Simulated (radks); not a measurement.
The mean radii <r> (bohr) of the occupied orbitals of an atom or ion are listed with their occupations. Calculated with a radial shooting solver on a logarithmic mesh with Libxc functionals: Dirac Kohn-Sham, LB94 model potential, spin-unpolarised, spherical densities, finite nucleus; Fermi nuclear charge, rms radius of each element as measured or else 0.836 A^(1/3) + 0.57 fm.

| orbital | occ. | <r> |
|---|---|---|
| 1s1/2 | 2 | 0.02035 |
| 2s1/2 | 2 | 0.08574 |
| 2p1/2 | 2 | 0.07129 |
| 2p3/2 | 4 | 0.07857 |
| 3s1/2 | 2 | 0.2246 |
| 3p1/2 | 2 | 0.2142 |
| 3p3/2 | 4 | 0.2278 |
| 3d3/2 | 4 | 0.2007 |
| 3d5/2 | 6 | 0.2050 |
| 4s1/2 | 2 | 0.5089 |
| 4p1/2 | 2 | 0.5177 |
| 4p3/2 | 4 | 0.5498 |
| 4d3/2 | 4 | 0.5781 |
| 4d5/2 | 6 | 0.5895 |
| 5s1/2 | 2 | 1.248 |
| 5p1/2 | 2 | 1.409 |
| 5p3/2 | 4 | 1.521 |
| 4f5/2 | 6 | 0.7964 |
| 4f7/2 | 6 | 0.8144 |
| 6s1/2 | 1 | 3.355 |

Name the element and its charge. Open shells, if any, fill j = l - 1/2 first.

Answer. Z = 68, erbium, charge +1: Er+ in [Xe] 4f12 6s1. The 1s radius gives Z: for a bare nucleus <r> = (2 gamma + 1)/(2Z) with gamma = sqrt(1 - (Z/c)^2), 0.02012 bohr for Z = 68, and screening makes it slightly larger (0.02035 here). The occupations add up to 67, and the charge is Z minus that.
